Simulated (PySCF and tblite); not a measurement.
The numbers below are computed, except where a source is named.
Molecule: hexamethyleneimine, C₆H₁₃N, numbered as in [CH2:1]1[CH2:2][CH2:3][CH2:4][NH:5][CH2:6][CH2:7]1.

The mean out-of-plane torsion at N5 (0° is planar) is held and the rest relaxed at GFN2-xTB. Energies: PBE0/pcSseg-1 + D3(BJ). Programs: tblite and PySCF.

GFN2-xTB profile:

(out-of-plane angle °, kcal/mol): (-38, 2.66), (-31, 1.52), (-23, 2.34), (-12, 3.99), (0, 4.52), (12, 3.19), (23, 0.95), (31, 0.00), (38, 1.25)

**Question.** Give the DFT energy and dipole along the out-of-plane angle.

**Answer.** 
```json
{"out-of-plane angle °": "-38", "E kcal/mol": "1.15", "dipole D": "1.09"}
{"out-of-plane angle °": "-31", "E kcal/mol": "0.04", "dipole D": "0.92"}
{"out-of-plane angle °": "-23", "E kcal/mol": "0.46", "dipole D": "0.74"}
{"out-of-plane angle °": "-12", "E kcal/mol": "1.78", "dipole D": "0.56"}
{"out-of-plane angle °": "0", "E kcal/mol": "2.48", "dipole D": "0.44"}
{"out-of-plane angle °": "12", "E kcal/mol": "1.93", "dipole D": "0.52"}
{"out-of-plane angle °": "23", "E kcal/mol": "0.48", "dipole D": "0.82"}
{"out-of-plane angle °": "31", "E kcal/mol": "0.00", "dipole D": "1.16"}
{"out-of-plane angle °": "38", "E kcal/mol": "1.31", "dipole D": "1.49"}
```

**Question.** Where is the lowest sampled point, and what does the planar form cost?

**Answer.** At 31°; the point at 0° lies 2.48 kcal/mol above it.
